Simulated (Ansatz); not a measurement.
Wavefunction ladder for `[F][Al-]([F])([F])[PH3+]`

```csv
atom,x (Å),y (Å),z (Å)
F1,-0.046,2.244,-0.606
Al2,0.379,1.199,0.600
F3,1.988,0.890,0.810
F4,-0.589,1.141,1.937
P5,-0.299,-0.945,-0.473
H6,0.314,-1.292,-1.691
H7,-1.652,-1.103,-0.827
H8,-0.096,-2.134,0.250
```

Total charge 0; spin multiplicity 1. Geometry: relaxed with PBE0-D4/def2-TZVP. It is one conformer, not always the lowest. Frozen core, restricted reference, Ansatz 0.2.0. CBS rows extrapolate triple and quadruple zeta; past MP2 they add the triple-zeta difference.

| basis | HF (Eh) | MP2 corr. |
| --- | --- | --- |
| def2-SVP | -882.53573 | -0.74906 |
| def2-TZVPP | -883.13262 | -0.99607 |
| def2-QZVPP | -883.16594 | -1.08976 |

Estimate the CCSD correlation energy and the (T) correction in each basis where they were run (hartree).


```csv
basis,CCSD corr.,(T)
def2-SVP,-0.78123,-0.01167
def2-TZVPP,-1.02200,-0.02944
CBS(def2),-1.18510,as TZ
```
